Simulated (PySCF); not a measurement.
FMoO₂, neutral, multiplicity 2. Atoms are numbered in the order given.

```xyz
4

Mo     0.0000     0.0000    -0.0267
O      0.0000     1.4023    -0.9700
O      0.0000    -1.4023    -0.9700
F      0.0000     0.0000     1.8494
```
Charge 0, spin multiplicity 2.

Geometry: B3LYP-D3(BJ)/def2-TZVP. The geometry has at least one imaginary mode, so it is a saddle point at that level. The multiplicity is an assumed one; other spin states were not compared. The def2 effective core potentials stand for the cores of Mo; spin–orbit coupling is left out.

These are M06-2X/def2-TZVPD (PySCF) values and carry that method's errors.

Isolated molecule, no solvent.

The total energy comes out as -318.48937 hartree. The point group is C2v. The α spin, highest occupied and lowest empty level is -9.47 and -2.97 eV and the β spin, highest occupied and lowest empty level is -11.49 and -4.27 eV. The dipole moment is 1.02 D, the quadrupole, principal values (traceless, Buckingham form, about the centre of nuclear charge) comes out as -5.74, -3.16, 8.90 D·Å and the mean static polarisability is 41.8 bohr³ (6.20 Å³). The polarisability, principal values is 36.0, 41.1, 48.3 bohr³ and the ⟨S²⟩ is 0.768 (pure state 0.75).
